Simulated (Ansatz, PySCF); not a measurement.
Al(Cl)(Me)(NHMe) (C2H7AlClN), SMILES [Al]([NH]C)([CH3])[Cl]. Atoms are numbered in the order given.

```xyz
12

Al     0.0712     0.2756     0.1237
Cl    -0.6231    -0.4578     1.9899
C      1.3319     1.7535     0.0397
H      1.6004     2.0235    -0.9942
H      2.2620     1.5036     0.5775
H      0.9141     2.6506     0.5270
N     -0.5817    -0.5548    -1.3003
C     -0.3190    -0.3086    -2.7072
H     -1.2376    -1.3201    -1.1611
H     -1.2305    -0.0301    -3.2695
H      0.1258    -1.1838    -3.2180
H      0.3936     0.5240    -2.8231
```
Charge 0, spin multiplicity 1.

Geometry optimised at B3LYP-D3(BJ)/def2-SVP. The structure was generated by enumeration; whether it is a known compound was not checked. Other conformers were not sampled.

Two levels are set side by side: PBE-D3(BJ)/def2-SVP (Ansatz, a program for electronic structure) and B3LYP-D3(BJ)/def2-SVP (Ansatz). Each level has its own optimised geometry; the coordinates shown are those of the second. Frequencies come from the Hessian of PySCF at each geometry. Differences are taken from unrounded values.

```tsv
quantity	B3LYP-D3(BJ)
mean bond length (Å)	1.357
bond Al1–Cl2 (Å)	2.122
bond Al1–C3 (Å)	1.944
bond Al1–N7 (Å)	1.773
bond N7–C8 (Å)	1.452
bond C3–H4 (Å)	1.102
bond C3–H5 (Å)	1.103
bond C3–H6 (Å)	1.103
bond N7–H9 (Å)	1.018
bond C8–H10 (Å)	1.107
bond C8–H11 (Å)	1.107
bond C8–H12 (Å)	1.102
highest harmonic wavenumber (cm⁻¹)	3567
mean harmonic wavenumber (cm⁻¹)	1336
zero-point energy (kcal/mol)	57.30
```

**Question.** What does PBE-D3(BJ) give, and how far is it from B3LYP-D3(BJ)? (Estimate from the structure and the level; the computed values follow.)

**Answer.** 
| quantity | PBE-D3(BJ) | PBE-D3(BJ) minus B3LYP-D3(BJ) |
|---|---|---|
| mean bond length (Å) | 1.365 | 0.007 |
| bond Al1–Cl2 (Å) | 2.129 | 0.007 |
| bond Al1–C3 (Å) | 1.951 | 0.007 |
| bond Al1–N7 (Å) | 1.785 | 0.012 |
| bond N7–C8 (Å) | 1.453 | 0.000 |
| bond C3–H4 (Å) | 1.109 | 0.007 |
| bond C3–H5 (Å) | 1.110 | 0.007 |
| bond C3–H6 (Å) | 1.110 | 0.007 |
| bond N7–H9 (Å) | 1.025 | 0.007 |
| bond C8–H10 (Å) | 1.115 | 0.008 |
| bond C8–H11 (Å) | 1.115 | 0.008 |
| bond C8–H12 (Å) | 1.110 | 0.008 |
| highest harmonic wavenumber (cm⁻¹) | 3493 | -74 |
| mean harmonic wavenumber (cm⁻¹) | 1303 | -33 |
| zero-point energy (kcal/mol) | 55.90 | -1.41 |

Exact exchange shortens and stiffens bonds; PBE has none. Differences between two approximate levels are no errors against the true value.
